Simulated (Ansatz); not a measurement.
Isolated molecules relaxed with PBE0-D4/def2-TZVP in Ansatz; ΔE leaves out vibrations. CCSD(T)/CBS is the MP2 limit (def2-TZVPP, def2-QZVPP) plus CCSD(T) − MP2 in def2-TZVPP, frozen cores. This one scheme is used for every species. DFT in def2-TZVPP. B3LYP here is the variant with VWN-RPA as its local correlation; programs differ in this. For Ga outer-core shells are correlated without core-valence functions, which leaves a few kJ/mol of doubt a bond. Scalar relativity is left out up to krypton. Each species was taken in one conformer, which may not be the lowest.

`[OH][Ga]([OH])[O][SiH3]` + H₂S → `[OH][Ga]([OH])[SH]` + `O[SiH3]`  (ligand exchange at a Ga–O bond)

`[OH][Ga]([OH])[O][SiH3]`:

Z-matrix (Å, degrees):
```
Si
O 1 1.636
H 1 1.486 2 108.1
H 1 1.488 2 111.1 3 119.6
H 1 1.488 2 111.1 3 -119.5
Ga 2 1.766 1 138.2 3 -179.1
O 6 1.772 2 119.8 1 -179.8
O 6 1.769 2 119.1 1 0.2
H 7 0.960 6 113.1 2 0.0
H 8 0.960 6 113.4 2 180.0
```

H₂S:

Z-matrix (Å, degrees):
```
S
H 1 1.341
H 1 1.341 2 92.3
```

`[OH][Ga]([OH])[SH]`:

Cartesian coordinates in Å:
```
O 1.659 -0.591 0.611
Ga 0.078 -0.011 0.036
O -0.865 -1.133 -0.966
S -0.742 1.962 0.489
H 2.147 0.036 1.150
H -0.417 -1.971 -1.106
H -1.859 1.708 -0.215
```

`O[SiH3]`:

Z-matrix (Å, degrees):
```
Si
O 1 1.648
H 1 1.489 2 111.7
H 1 1.489 2 111.7 3 120.9
H 1 1.481 2 105.9 3 -119.6
H 2 0.957 1 117.9 3 -60.5
```

Task: Is it downhill or uphill in electronic energy at CCSD(T)/CBS, and by how much? (Best estimate.)

Result: Ansatz gave: Downhill: ΔE = -4.4 kcal/mol.

Task: What do these levels give: r2SCAN-D4, B3LYP-D4, r2SCAN, B3LYP, MP2/def2-TZVPP, SCS-MP2/def2-TZVPP? (An estimate is asked.)

Result: Computed: r2SCAN-D4 -5.6, B3LYP-D4 -4.4, r2SCAN -5.7, B3LYP -4.9, MP2/def2-TZVPP -3.6, SCS-MP2/def2-TZVPP -2.4 kcal/mol.

Largest T1 diagnostic among the species: 0.014.

In def2-TZVPP, CCSD(T) changes the Hartree–Fock value by −1.0 kcal/mol (the triples alone add −0.4 kcal/mol) and MP2 by −1.5 kcal/mol.
